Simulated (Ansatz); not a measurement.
Process, species as SMILES: [SiH][SiH3] (SiH-SiH3) (closed-shell singlet) → 4 H atom + 2 Si atom
B3LYP-D3(BJ)/def2-TZVP geometries, fixed; electronic energies without zero-point terms.
Largest species:
```
Si
H 1 1.4846
H 1 1.4893 2 107.80
H 1 1.4893 2 107.80 3 -116.32
Si 1 2.3971 2 114.30 3 121.84
H 5 1.5236 1 88.28 2 -180.00
```

Basis-set convergence of the atomisation energy at B2PLYP with Ansatz (an electronic-structure program). Cartesian d functions, on some or all atoms, in 6-31G*, 6-31+G*, 6-311G**, 6-311+G**; all else is spherical. Cores are frozen. A restricted B2PLYP determinant is unstable towards unrestricted orbitals. Open shells are unrestricted. No added dispersion term, no relativity. Functions are those of the species that has most. Reference: the value in aug-pcseg-3, 361.41 kcal/mol, itself unsure by roughly 0.42 kcal/mol (its mean distance from aug-cc-pV(Q+d)Z, cc-pV(5+d)Z, def2-QZVPPD). Deviations are taken from unrounded values.

```tsv
basis	functions	atomisation energy (kcal/mol)
6-31G*	46	343.47
6-31+G*	54	344.26
def2-SVP	56	351.90
def2-SVPD	80	353.99
pcseg-1	56	350.09
aug-pcseg-1	90	351.27
cc-pV(D+d)Z	66	350.55
aug-cc-pV(D+d)Z	100	351.27
6-311G**	78	351.27
6-311+G**	86	351.50
def2-TZVP	98	356.79
def2-TZVPD	122	357.34
pcseg-2	124	359.18
aug-pcseg-2	192	360.22
cc-pV(T+d)Z	134	359.20
aug-cc-pV(T+d)Z	202	359.68
def2-TZVPP	140	359.54
def2-TZVPPD	164	359.80
cc-pV(Q+d)Z	248	361.61
aug-cc-pV(Q+d)Z	362	361.95
def2-QZVPP	260	361.34
def2-QZVPPD	284	361.40
pcseg-3	260	361.32
aug-pcseg-3	374	361.41
```

What the diffuse functions change, pair by pair:
- 6-31G* to 6-31+G*: 8 more functions, deviation -17.95 to -17.15 kcal/mol
- def2-SVP to def2-SVPD: 24 more functions, deviation -9.51 to -7.42 kcal/mol
- pcseg-1 to aug-pcseg-1: 34 more functions, deviation -11.32 to -10.15 kcal/mol
- cc-pV(D+d)Z to aug-cc-pV(D+d)Z: 34 more functions, deviation -10.86 to -10.14 kcal/mol
- 6-311G** to 6-311+G**: 8 more functions, deviation -10.14 to -9.91 kcal/mol
- def2-TZVP to def2-TZVPD: 24 more functions, deviation -4.62 to -4.07 kcal/mol
- pcseg-2 to aug-pcseg-2: 68 more functions, deviation -2.23 to -1.19 kcal/mol
- cc-pV(T+d)Z to aug-cc-pV(T+d)Z: 68 more functions, deviation -2.21 to -1.73 kcal/mol
- def2-TZVPP to def2-TZVPPD: 24 more functions, deviation -1.87 to -1.61 kcal/mol
- cc-pV(Q+d)Z to aug-cc-pV(Q+d)Z: 114 more functions, deviation 0.20 to 0.54 kcal/mol
- def2-QZVPP to def2-QZVPPD: 24 more functions, deviation -0.07 to -0.01 kcal/mol
- pcseg-3 to aug-pcseg-3: 114 more functions, deviation -0.09 to 0.00 kcal/mol

Leaving out the reference's own pair, they bring the value nearer the reference by more than 0.42 kcal/mol in 7 of 11 pairs.
